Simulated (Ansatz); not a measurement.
# Energy profile

The step: SiH₃Cl ([SiH3][Cl]) + H₂O → SiH₃ClO ([OH][SiH2][Cl]) + H₂; bonds formed: Si1–O7, H2–H6; bonds broken: Si1–H2, H6–O7 (atoms numbered as in the saddle structure below).

Si1  (-0.462, -0.276, -0.266)
H2  (1.098, -0.027, -0.931)
H3  (-0.430, -1.713, -0.611)
H4  (-1.617, -0.093, 0.660)
Cl5  (-1.161, 0.967, -1.785)
H6  (1.299, 0.209, 0.129)
O7  (0.723, 0.086, 1.117)
H8  (0.551, 0.846, 1.686)
(Å)

Electronic energies by CCSD(T) at an estimated basis limit (MP2 extrapolated from triple and quadruple zeta, plus CCSD(T) − MP2 in triple zeta), on PBE0-D4/def2-TZVP structures; SiH5ClO, closed shell; no counterpoise correction. Computed with Ansatz 0.2.0 (basis: def2-TZVPP and def2-QZVPP); correlated methods freeze the cores. Extrapolation: Hartree–Fock as exp(−7.88 √X), correlation as X^−2.97.

Question: Give the profile in eV, counted from the separated reactants. (To be estimated.)

Answer: Computed:
```csv
point,eV
"separated: SiH3Cl (linked as [SiH3][Cl]; Si1, H2, H3, H4, Cl5; singlet) + H2O (H6, O7, H8; singlet)",0.000
start structure,-0.151
saddle,1.646
end structure,-0.866
```

The T1 diagnostic stays at or below 0.011.

For scale, one of the runs: CCSD(T)/def2-TZVPP, 185 basis functions, launched by `ansatz run in.yaml --threads 2 --pin off --events-out ev --progress --plain --max-ram 4352MiB`. Hardware: 2 CPU threads of an Arm Neoverse V1, shared host. Wall time 39 s; peak host memory 1.8 GiB.
